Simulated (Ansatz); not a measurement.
```yaml
crystal:
  periodic: [false, false, false]
  atoms:
    - {symbol: C, position_ang: [4.256619, 0.410362, 0.099341]}
    - {symbol: C, position_ang: [2.928246, -0.483379, 0.264081]}
    - {symbol: C, position_ang: [1.537831, 0.365229, -0.002262]}
    - {symbol: C, position_ang: [0.605312, -0.740070, -0.042510]}
    - {symbol: N, position_ang: [-0.931043, -0.058412, 0.211012]}
    - {symbol: C, position_ang: [-1.206669, 0.916045, 0.942288]}
    - {symbol: C, position_ang: [-1.857408, -1.251882, 0.148929]}
    - {symbol: C, position_ang: [-3.186880, -0.476866, -0.401189]}
    - {symbol: C, position_ang: [-2.671784, 0.485232, -1.399934]}
    - {symbol: C, position_ang: [-1.280881, 0.432676, -1.394304]}
    - {symbol: H, position_ang: [4.300288, 1.207220, -0.748712]}
    - {symbol: H, position_ang: [4.979958, -0.159518, 0.148091]}
    - {symbol: H, position_ang: [4.287115, 1.380468, 0.920825]}
    - {symbol: H, position_ang: [3.128088, -1.097339, -0.837071]}
    - {symbol: H, position_ang: [3.023563, -0.967041, 1.094589]}
    - {symbol: H, position_ang: [1.613830, 0.873975, -0.921629]}
    - {symbol: H, position_ang: [1.610989, 1.092889, 0.773599]}
    - {symbol: H, position_ang: [0.513374, -1.104318, 1.126317]}
    - {symbol: H, position_ang: [0.551762, -1.434113, -0.626310]}
    - {symbol: H, position_ang: [-0.852946, 0.522411, 2.045241]}
    - {symbol: H, position_ang: [-2.088578, 1.189644, 1.052122]}
    - {symbol: H, position_ang: [-0.356279, 1.909599, 0.785927]}
    - {symbol: H, position_ang: [-1.686291, -1.941019, -0.269799]}
    - {symbol: H, position_ang: [-1.978965, -1.417019, 1.229428]}
    - {symbol: H, position_ang: [-3.776204, 0.024623, 0.532672]}
    - {symbol: H, position_ang: [-3.830257, -1.473728, -0.708855]}
    - {symbol: H, position_ang: [-3.117567, 0.220404, -2.475800]}
    - {symbol: H, position_ang: [-3.200994, 1.519993, -1.105326]}
    - {symbol: H, position_ang: [-0.710251, 1.513371, -1.545785]}
    - {symbol: H, position_ang: [-0.764479, -0.231706, -1.966085]}
    - {symbol: I, position_ang: [-0.524848, -1.566311, 3.778587]}
basis:
  gaussian: {orbitals: def2-mTZVPP}
magnetization: {spin_polarized: true, initial_magnetization: 0}
hamiltonian: {xc: {name: PBE0-DH}}
scf: {lower_state_search: off}
output: {forces: true}
```

```sh
$ ansatz run in.yaml --threads 4 --pin off --events-out ev --progress --plain --max-ram 6963MiB
```

Shortened log:

```
Functional definition: PBE0-DH
3082 factors; integrals over basis functions are off by at most 1.5e-3 eV
mean field evaluation 1: about -19205.6058 eV, gradient 4.6e1 eV
mean field evaluation 2: about -19205.7396 eV, gradient 4.6e1 eV
mean field evaluation 4: about -19215.8845 eV, gradient 5.5e0 eV
mean field evaluation 8: about -19216.0263 eV, gradient 7.6e-1 eV
mean field evaluation 16: about -19216.0287 eV, gradient 3.5e-4 eV
mean field -19216.02869043 eV, -706.1760292811 hartree, gradient 5.8e-6 eV, S^2 0.000000; 0 other end points of the search recorded, 0 dependent functions left out
14 core orbitals not correlated: weight in the atoms' cores, before any rotation towards them, 1.000 or more for the frozen orbitals, at most 0.000 for the correlated occupied ones
reference -19216.02871791 eV, -706.1760302911 hartree; 39, 39 occupied and 278, 278 virtual orbitals, 3082 factors
second order -58.94649181 eV of doubles, -0.00000000 eV of singles
Total energy: -19223.39702938 eV, -706.4468107434 hartree
Atom 0 at     4.256619     0.410362     0.099341 Å, force    -9.114937    10.197769     1.221410 eV/Å
Atom 1 at     2.928246    -0.483379     0.264081 Å, force     1.424111     5.013454   -10.933425 eV/Å
Atom 2 at     1.537831     0.365229    -0.002262 Å, force     4.481791    -2.494839     0.010583 eV/Å
Atom 3 at     0.605312    -0.740070    -0.042510 Å, force    -3.287383     9.473005    14.631041 eV/Å
Atom 4 at    -0.931043    -0.058412     0.211012 Å, force     2.763049    -9.318527   -14.475027 eV/Å
Atom 5 at    -1.206669     0.916045     0.942288 Å, force    11.138568     6.069575     9.342413 eV/Å
Atom 6 at    -1.857408    -1.251882     0.148929 Å, force    -7.557608    20.669932    13.370724 eV/Å
Atom 7 at    -3.186880    -0.476866    -0.401189 Å, force    -1.757701    -5.030992     3.464401 eV/Å
Atom 8 at    -2.671784     0.485232    -1.399934 Å, force    -6.769157     2.053013    -2.785371 eV/Å
Atom 9 at    -1.280881     0.432676    -1.394304 Å, force     4.727316     5.036404     3.264530 eV/Å
Atom 10 at     4.300288     1.207220    -0.748712 Å, force    -0.301519    -2.445116     0.534293 eV/Å
Atom 11 at     4.979958    -0.159518     0.148091 Å, force     7.730166    -5.232241     0.542760 eV/Å
Atom 12 at     4.287115     1.380468     0.920825 Å, force     0.154885    -3.387639    -1.329907 eV/Å
Atom 13 at     3.128088    -1.097339    -0.837071 Å, force    -1.021954     0.710025     3.675016 eV/Å
Atom 14 at     3.023563    -0.967041     1.094589 Å, force    -0.146795    -3.395870     4.921573 eV/Å
Atom 15 at     1.613830     0.873975    -0.921629 Å, force     0.435001     0.623475    -1.257553 eV/Å
Atom 16 at     1.610989     1.092889     0.773599 Å, force    -1.167122     0.136550     0.919509 eV/Å
Atom 17 at     0.513374    -1.104318     1.126317 Å, force     1.002847    -0.225780    -2.687934 eV/Å
Atom 18 at     0.551762    -1.434113    -0.626310 Å, force    -0.682758    -7.445267    -7.318438 eV/Å
Atom 19 at    -0.852946     0.522411     2.045241 Å, force    -0.998353     1.088322    -1.696973 eV/Å
Atom 20 at    -2.088578     1.189644     1.052122 Å, force    -8.113115     2.696690     0.408779 eV/Å
Atom 21 at    -0.356279     1.909599     0.785927 Å, force    -3.053276    -2.963583     0.195684 eV/Å
Atom 22 at    -1.686291    -1.941019    -0.269799 Å, force     5.517456   -16.582713   -10.957673 eV/Å
Atom 23 at    -1.978965    -1.417019     1.229428 Å, force    -0.213995    -0.844641    -0.300677 eV/Å
Atom 24 at    -3.776204     0.024623     0.532672 Å, force     1.478507    -1.374466    -2.516425 eV/Å
Atom 25 at    -3.830257    -1.473728    -0.708855 Å, force     1.073808     3.156602     0.198264 eV/Å
Atom 26 at    -3.117567     0.220404    -2.475800 Å, force     1.018984     0.743906     2.244125 eV/Å
Atom 27 at    -3.200994     1.519993    -1.105326 Å, force     1.781487    -2.026662    -1.040171 eV/Å
Atom 28 at    -0.710251     1.513371    -1.545785 Å, force    -1.537647    -2.858381     0.493258 eV/Å
Atom 29 at    -0.764479    -0.231706    -1.966085 Å, force     0.926838    -2.182752    -1.770224 eV/Å
Atom 30 at    -0.524848    -1.566311     3.778587 Å, force     0.068504     0.140747    -0.368565 eV/Å
Dipole moment:    -0.140305     1.009169    -2.860522 e Å
Checks for a lower state left out: starts, cluster_reference, orbital_swaps, neighbouring_geometries, increment
```

It took 3.5 min on 4 threads of Arm Neoverse V1 on a shared host, peak host memory 3 GiB.

In the def2 sets I takes a core potential; there is no spin–orbit coupling. Correlated methods freeze 14 core orbitals; core or outer-core shells of I are correlated, in sets that lack core-valence functions.
